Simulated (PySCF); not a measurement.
Au (gold, neutral) across methods

[Xe] 4f14 5d10 6s1, 2S determinant. All numbers are calculated (PySCF 2.14, scalar relativity through the core potential, in def2-TZVPPD with the def2 core potential (60 electrons)).

| method | E (hartree) | mean ε 5d α (eV) | mean ε 5d β (eV) | mean ε 6s α (eV) | Σ⟨r²⟩ (bohr²) | ⟨S²⟩ |
| --- | --- | --- | --- | --- | --- | --- |
| LDA | -135.5021 | -7.216 | -6.955 | -6.307 | 51.37 | 0.751 |
| PBE0 | -135.7023 | -8.566 | -8.280 | -6.691 | 50.97 | 0.751 |
| wB97X-V | -135.6679 | -10.940 | -10.731 | -8.494 | 51.00 | 0.750 |
| r2SCANh | -135.7367 | -7.837 | -7.494 | -6.578 | 50.66 | 0.753 |
| PBE | -135.7460 | -7.009 | -6.720 | -6.015 | 51.28 | 0.751 |
| UHF | -134.78986 | -12.455 | -12.223 | -7.949 | 51.34 | 0.753 |
| TPSS | -135.6741 | -6.957 | -6.643 | -5.950 | 51.14 | 0.752 |
| r2SCAN | -135.7595 | -7.234 | -6.875 | -6.311 | 50.70 | 0.753 |

Task: Estimate the same row for MN15.

Result: E (hartree) = -135.4798; mean ε 5d α (eV) = -9.337; mean ε 5d β (eV) = -9.060; mean ε 6s α (eV) = -7.596; Σ⟨r²⟩ (bohr²) = 51.29; ⟨S²⟩ = 0.751.

Energies and moments cover only the electrons outside the core potential. Spin-orbit coupling, which splits the p, d and f shells strongly at this Z, is absent.
